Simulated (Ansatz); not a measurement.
Caution, from a PySCF single point (TPSSh-D3(BJ)/def2-TZVP) at this geometry: the restricted solution is unstable towards spin-unrestricted or complex orbitals, so a lower solution exists and this singlet may not be the ground state.  The multiplicity is imposed and other spin states were not computed.

Calculation: Ansatz (a first-principles code) with r2SCAN-D4/def2-SVP. No frequencies were computed at this level.

Ansatz 0.2 input:
```yaml
crystal:
  periodic: [false, false, false]
  atoms:
    - { symbol: Hf, position_ang: [-0.110935, 0.085402, -0.245498] }
    - { symbol: O, position_ang: [-1.550128, -0.879857, 0.176049] }
    - { symbol: H, position_ang: [-2.412958, -1.2727, 0.047525] }
    - { symbol: O, position_ang: [1.401586, 0.995622, -0.50379] }
    - { symbol: H, position_ang: [1.997908, 1.594417, -0.953144] }
basis:
  gaussian: { orbitals: def2-svp }
hamiltonian:
  xc: r2scan
  dispersion: d4
relax:
  max_steps: 150
```

Output:

```
Functional definition: r2SCAN
716 factors; their error is unknown
mean field evaluation 1: about -5417.3699 eV, gradient 8.0e1 eV
mean field evaluation 2: about -5255.6302 eV, gradient 2.3e2 eV
mean field evaluation 4: about -5428.1238 eV, gradient 1.5e1 eV
mean field evaluation 8: about -5428.5333 eV, gradient 8.2e-2 eV
mean field evaluation 16: about -5428.4743 eV, gradient 1.6e-5 eV
mean field -5428.47427570 eV, -199.4927500798 hartree, gradient 1.6e-5 eV, S^2 0.000000; 0 other end points of the search recorded, 0 dependent functions left out
reference -5428.47429283 eV, -199.4927507096 hartree; 15, 15 occupied and 55, 55 virtual orbitals, 716 factors
relax step   1: F+E_penalty+E_count = -5428.49012629 eV  Δ(F+E_penalty+E_count) = +0.000e0 eV  max|allowed force component| = 5.811e0 eV/Å  Δτ_max = 0.0000 Å  (28 SCF iters, accepted)
these checks for a lower state are left out or cut short: starts, cluster_reference, orbital_swaps, neighbouring_geometries, increment
716 factors; their error is unknown
mean field -5429.54991137 eV, -199.5322789618 hartree, gradient 1.2e-5 eV, S^2 0.000000; 0 other end points of the search recorded, 0 dependent functions left out
reference -5429.54992824 eV, -199.5322795818 hartree; 15, 15 occupied and 55, 55 virtual orbitals, 716 factors
relax step   2: F+E_penalty+E_count = -5429.56478675 eV  Δ(F+E_penalty+E_count) = -1.075e0 eV  max|allowed force component| = 4.616e-1 eV/Å  Δτ_max = 0.1781 Å  (34 SCF iters, accepted)
these checks for a lower state are left out or cut short: starts, cluster_reference, orbital_swaps, neighbouring_geometries, increment
716 factors; their error is unknown
mean field evaluation 32: about -5429.5971 eV, gradient 1.1e-5 eV
mean field -5429.59713576 eV, -199.5340144260 hartree, gradient 1.1e-5 eV, S^2 0.000000; 0 other end points of the search recorded, 0 dependent functions left out
reference -5429.59715265 eV, -199.5340150468 hartree; 15, 15 occupied and 55, 55 virtual orbitals, 716 factors
relax step   3: F+E_penalty+E_count = -5429.61201145 eV  Δ(F+E_penalty+E_count) = -4.722e-2 eV  max|allowed force component| = 3.705e-1 eV/Å  Δτ_max = 0.0733 Å  (36 SCF iters, accepted)
these checks for a lower state are left out or cut short: starts, cluster_reference, orbital_swaps, neighbouring_geometries, increment
716 factors; their error is unknown
mean field -5429.65067026 eV, -199.5359817825 hartree, gradient 1.5e-5 eV, S^2 0.000000; 0 other end points of the search recorded, 0 dependent functions left out
reference -5429.65068704 eV, -199.5359823992 hartree; 15, 15 occupied and 55, 55 virtual orbitals, 716 factors
relax step   4: F+E_penalty+E_count = -5429.66571267 eV  Δ(F+E_penalty+E_count) = -5.370e-2 eV  max|allowed force component| = 4.014e-1 eV/Å  Δτ_max = 0.1101 Å  (35 SCF iters, accepted)
these checks for a lower state are left out or cut short: starts, cluster_reference, orbital_swaps, neighbouring_geometries, increment
716 factors; their error is unknown
mean field -5429.68917001 eV, -199.5373966224 hartree, gradient 1.6e-5 eV, S^2 0.000000; 0 other end points of the search recorded, 0 dependent functions left out
reference -5429.68918639 eV, -199.5373972244 hartree; 15, 15 occupied and 55, 55 virtual orbitals, 716 factors
relax step   5: F+E_penalty+E_count = -5429.70425677 eV  Δ(F+E_penalty+E_count) = -3.854e-2 eV  max|allowed force component| = 3.325e-1 eV/Å  Δτ_max = 0.1981 Å  (36 SCF iters, accepted)
these checks for a lower state are left out or cut short: starts, cluster_reference, orbital_swaps, neighbouring_geometries, increment
716 factors; their error is unknown
mean field -5429.69558065 eV, -199.5376322090 hartree, gradient 1.2e-5 eV, S^2 0.000000; 0 other end points of the search recorded, 0 dependent functions left out
reference -5429.69559703 eV, -199.5376328108 hartree; 15, 15 occupied and 55, 55 virtual orbitals, 716 factors
relax step   6: F+E_penalty+E_count = -5429.71069249 eV  Δ(F+E_penalty+E_count) = -6.436e-3 eV  max|allowed force component| = 2.920e-1 eV/Å  Δτ_max = 0.0154 Å  (30 SCF iters, accepted)
these checks for a lower state are left out or cut short: starts, cluster_reference, orbital_swaps, neighbouring_geometries, increment
716 factors; their error is unknown
mean field evaluation 64: about -5429.7304 eV, gradient 1.1e-5 eV
mean field -5429.73036506 eV, -199.5389105126 hartree, gradient 1.1e-5 eV, S^2 0.000000; 0 other end points of the search recorded, 0 dependent functions left out
reference -5429.73038174 eV, -199.5389111254 hartree; 15, 15 occupied and 55, 55 virtual orbitals, 716 factors
relax step   7: F+E_penalty+E_count = -5429.74570562 eV  Δ(F+E_penalty+E_count) = -3.501e-2 eV  max|allowed force component| = 7.517e-1 eV/Å  Δτ_max = 0.1957 Å  (36 SCF iters, accepted)
these checks for a lower state are left out or cut short: starts, cluster_reference, orbital_swaps, neighbouring_geometries, increment
716 factors; their error is unknown
mean field -5429.75182679 eV, -199.5396992165 hartree, gradient 2.6e-5 eV, S^2 0.000000; 0 other end points of the search recorded, 0 dependent functions left out
reference -5429.75184393 eV, -199.5396998463 hartree; 15, 15 occupied and 55, 55 virtual orbitals, 716 factors
relax step   8: F+E_penalty+E_count = -5429.76740321 eV  Δ(F+E_penalty+E_count) = -2.170e-2 eV  max|allowed force component| = 6.285e-1 eV/Å  Δτ_max = 0.1755 Å  (35 SCF iters, accepted)
these checks for a lower state are left out or cut short: starts, cluster_reference, orbital_swaps, neighbouring_geometries, increment
716 factors; their error is unknown
mean field -5429.76744501 eV, -199.5402731757 hartree, gradient 1.4e-5 eV, S^2 0.000000; 0 other end points of the search recorded, 0 dependent functions left out
reference -5429.76746206 eV, -199.5402738021 hartree; 15, 15 occupied and 55, 55 virtual orbitals, 716 factors
relax step   9: F+E_penalty+E_count = -5429.78305633 eV  Δ(F+E_penalty+E_count) = -1.565e-2 eV  max|allowed force component| = 2.401e-1 eV/Å  Δτ_max = 0.0226 Å  (30 SCF iters, accepted)
these checks for a lower state are left out or cut short: starts, cluster_reference, orbital_swaps, neighbouring_geometries, increment
716 factors; their error is unknown
mean field -5429.76955277 eV, -199.5403506342 hartree, gradient 1.4e-5 eV, S^2 0.000000; 0 other end points of the search recorded, 0 dependent functions left out
reference -5429.76956979 eV, -199.5403512599 hartree; 15, 15 occupied and 55, 55 virtual orbitals, 716 factors
relax step  10: F+E_penalty+E_count = -5429.78514586 eV  Δ(F+E_penalty+E_count) = -2.090e-3 eV  max|allowed force component| = 9.287e-2 eV/Å  Δτ_max = 0.0181 Å  (30 SCF iters, accepted)
these checks for a lower state are left out or cut short: starts, cluster_reference, orbital_swaps, neighbouring_geometries, increment
716 factors; their error is unknown
mean field -5429.77107434 eV, -199.5404065511 hartree, gradient 2.0e-5 eV, S^2 0.000000; 0 other end points of the search recorded, 0 dependent functions left out
reference -5429.77109145 eV, -199.5404071798 hartree; 15, 15 occupied and 55, 55 virtual orbitals, 716 factors
relax step  11: F+E_penalty+E_count = -5429.78672556 eV  Δ(F+E_penalty+E_count) = -1.580e-3 eV  max|allowed force component| = 2.981e-2 eV/Å  Δτ_max = 0.0374 Å  (29 SCF iters, accepted)
these checks for a lower state are left out or cut short: starts, cluster_reference, orbital_swaps, neighbouring_geometries, increment
716 factors; their error is unknown
mean field evaluation 96: about -5429.7713 eV, gradient 2.8e-1 eV
mean field -5429.77133700 eV, -199.5404162037 hartree, gradient 1.3e-5 eV, S^2 0.000000; 0 other end points of the search recorded, 0 dependent functions left out
reference -5429.77135414 eV, -199.5404168336 hartree; 15, 15 occupied and 55, 55 virtual orbitals, 716 factors
relax step  12: F+E_penalty+E_count = -5429.78701074 eV  Δ(F+E_penalty+E_count) = -2.852e-4 eV  max|allowed force component| = 5.489e-3 eV/Å  Δτ_max = 0.0164 Å  (30 SCF iters, accepted)
these checks for a lower state are left out or cut short: starts, cluster_reference, orbital_swaps, neighbouring_geometries, increment
716 factors; their error is unknown
mean field -5429.77139948 eV, -199.5404184995 hartree, gradient 1.2e-5 eV, S^2 0.000000; 0 other end points of the search recorded, 0 dependent functions left out
reference -5429.77141665 eV, -199.5404191305 hartree; 15, 15 occupied and 55, 55 virtual orbitals, 716 factors
relax step  13: F+E_penalty+E_count = -5429.78709248 eV  Δ(F+E_penalty+E_count) = -8.174e-5 eV  max|allowed force component| = 5.083e-3 eV/Å  Δτ_max = 0.0149 Å  (32 SCF iters, accepted)
716 factors; their error is unknown
mean field evaluation 128: about -5429.7714 eV, gradient 1.3e-3 eV
mean field -5429.77139948 eV, -199.5404184995 hartree, gradient 1.0e-5 eV, S^2 0.000000; 1 other end points of the search recorded, 0 dependent functions left out
reference -5429.77141665 eV, -199.5404191305 hartree; 15, 15 occupied and 55, 55 virtual orbitals, 716 factors
Total energy: -5429.78710965 eV, -199.5409958376 hartree
Atom 0 at     0.210757    -0.155854     0.483719 Å, force     0.000220    -0.000219     0.000604 eV/Å
Atom 1 at    -1.527582    -0.865373     0.146643 Å, force    -0.005083    -0.001294    -0.002437 eV/Å
Atom 2 at    -2.337795    -1.005933    -0.348766 Å, force     0.004291     0.000942     0.002315 eV/Å
Atom 3 at     1.358636     0.998731    -0.510354 Å, force     0.002258     0.003674    -0.004417 eV/Å
Atom 4 at     1.621458     1.551313    -1.250100 Å, force    -0.001685    -0.003103     0.003936 eV/Å
Dipole moment:    -0.195404     0.147112    -0.440833 e Å
```

Cost: very roughly 40 core-seconds.
